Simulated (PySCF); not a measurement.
## Gas-phase XPS of `CCC(C(=O)Cl)=C(C)C`, computed

Species: C₇H₁₁ClO.
SMILES with atom numbers: `[CH3:1][CH2:2][C:3]([C:4](=[O:5])[Cl:6])=[C:7]([CH3:8])[CH3:9]`

Method used: delta-SCF UKS SCAN, pcX-2 on the ionised atom, pcseg-1 elsewhere, spin-free X2C (PySCF 2.14.0). Vertical ΔSCF values, vacuum level as zero.

Q: What binding energy does each computed site have?

A: 
| atom(s) | bonded to | level | binding energy (eV) | 2p1/2 (eV) | above the level's lowest (eV) | count |
| --- | --- | --- | --- | --- | --- | --- |
| Cl6 | C | Cl 2p3/2 | 205.42 | 207.07 | 0.00 | 1 |
| C1 | C and 3 H | C 1s | 290.60 | – | 0.00 | 1 |
| C3 | C (double bond) and 2 C | C 1s | 290.72 | – | +0.12 | 1 |
| C2 | 2 C and 2 H | C 1s | 290.83 | – | +0.23 | 1 |
| C9 | C and 3 H | C 1s | 290.89 | – | +0.29 | 1 |
| C7 | C (double bond) and 2 C | C 1s | 291.05 | – | +0.45 | 1 |
| C8 | C and 3 H | C 1s | 291.16 | – | +0.56 | 1 |
| C4 | O (double bond), Cl and C | C 1s | 294.00 | – | +3.40 | 1 |
| O5 | C (double bond) | O 1s | 537.70 | – | 0.00 | 1 |
| Cl6 | C | Cl 1s | 2827.98 | – | 0.00 | 1 |

Lowest listed C 1s: C1, bonded to C and 3 H. Highest, 3.40 eV above it: C4, bonded to O (double bond), Cl and C. The widest gap between neighbouring values is 2.84 eV, between 291.16 and 294.00 eV. Summing the Pauling electronegativity differences to the bonded atoms, each weighted by its formal bond order, gives -1.05 for the lowest site and +2.39 for the highest; no listed site has a larger sum than the highest.

Q: Which photon energy gives electrons from C 1s of C9 a kinetic energy of 100 eV, and what is their de Broglie wavelength?

A: hν = 290.89 + 100 = 390.89 eV, recoil neglected; λ = 12.264 Å/√(E/eV) = 1.23 Å.

Spin contamination (⟨S²⟩ against 0.75 for a pure doublet) is marked for C 1s of C7 (0.87), which makes this value less certain. For 2p shells one spin-free hole was relaxed; a mean-field spin–orbit operator and the ground-state splitting of the three 2p orbitals were then diagonalised within the shell. The shell's mean is (2 × 2p3/2 + 2p1/2)/3, and the degeneracies 2j + 1 give areas of 2:1. 2p1/2 minus 2p3/2 (ligand field included): Cl 1.65 eV. Isolated species at its PBE0-D3(BJ)/def2-SVP geometry (one conformer only).

Conformer computed: `[CH3:1][CH2:2][C:3]([C:4](=[O:5])[Cl:6])=[C:7]([CH3:8])[CH3:9]`: C1–C2–C3–C4 92°, C2–C3–C4–O5 168°.
